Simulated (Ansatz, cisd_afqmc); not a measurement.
System: GeF, charge 1, singlet. GeF+ (parent SMILES [Ge][F], singlet).
B3LYP-D3(BJ)/def2-TZVP minimum from Ansatz (a quantum-chemistry and plane-wave program):
```xyz
2

F      0.0000     0.0000    -1.3168
Ge     0.0000     0.0000     0.3704
```
Charge +1, spin multiplicity 1.

Total energies in aug-cc-pVDZ, 10 correlated electrons, 15 frozen orbitals. Open shells are spin-unrestricted; no spin-orbit coupling. Correlated methods leave the cores frozen (noble-gas shells, and filled d and f shells in the p block). No relativity. AFQMC/CISD: phaseless, guided by CISD from CCSD amplitudes; bars are statistical, one sigma. Outlying blocks are dropped, and bars are widened where a walk drifts. Over all cases where full CI ran beside it in this data, AFQMC minus full CI had a median of +0.1 mEh and passed +0.4 mEh in a tenth of the cases. The spin of FGe+ (parent SMILES [F][Ge], singlet) was assumed, and the state is the lowest solution found for it.

```json
[
 {"method": "HF", "program": "Ansatz", "energy (Eh)": "-2174.53186", "minus CCSDTQ (mEh)": "284.72"},
 {"method": "MP2", "program": "Ansatz", "energy (Eh)": "-2174.79827", "minus CCSDTQ (mEh)": "18.30"},
 {"method": "CCSD", "program": "Ansatz", "energy (Eh)": "-2174.80755", "minus CCSDTQ (mEh)": "9.02"},
 {"method": "CCSD(T)", "program": "Ansatz", "energy (Eh)": "-2174.81553", "minus CCSDTQ (mEh)": "1.04"},
 {"method": "CCSDT(Q)", "program": "Ansatz", "energy (Eh)": "-2174.81669", "minus CCSDTQ (mEh)": "-0.12"},
 {"method": "CCSDTQ", "program": "Ansatz", "energy (Eh)": "-2174.81658", "minus CCSDTQ (mEh)": "0.00"},
 {"method": "AFQMC/CISD", "program": "cisd_afqmc", "energy (Eh)": "-2174.8163 ± 0.0004", "minus CCSDTQ (mEh)": "0.3 ± 0.4"}
]
```

Rough core times of Ansatz's runs on a shared machine: CCSD(T) under 20 s, CCSDT(Q) 40 s, CCSDTQ 10 min.
